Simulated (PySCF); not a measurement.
C₅H₄F₂, SMILES C1C(C=CC=1)(F)F. Geometry optimised at PBE-D3(BJ)/def2-SVP. One conformer was computed; it need not be the lowest.

Calculation: PBE-D3(BJ)/def2-SVP (PySCF 2.14.0).

Harmonic wavenumbers (cm⁻¹): 160, 242, 419, 446, 532, 547, 659, 701, 738, 744, 835, 930, 936, 955, 1025, 1048, 1085, 1159, 1204, 1269, 1333, 1586, 1639, 3145, 3155, 3184, 3186. Rotational constants (GHz): 4.681, 2.479, 2.299; symmetry number 2.

Work out the zero-point energy and the ideal-gas rigid-rotor harmonic-oscillator thermochemistry at 298.15 K and 1 atm.

ZPE = ½ Σ hcν = ½ × 32863 cm⁻¹ = 196.56 kJ/mol. H − E(el) = 214.03 kJ/mol. Entropy in J/(mol K): translation 166.44, rotation 106.75, vibration 38.86, total 312.04. G − E(el) = 120.99 kJ/mol. Cp = 99.26 J/(mol K).
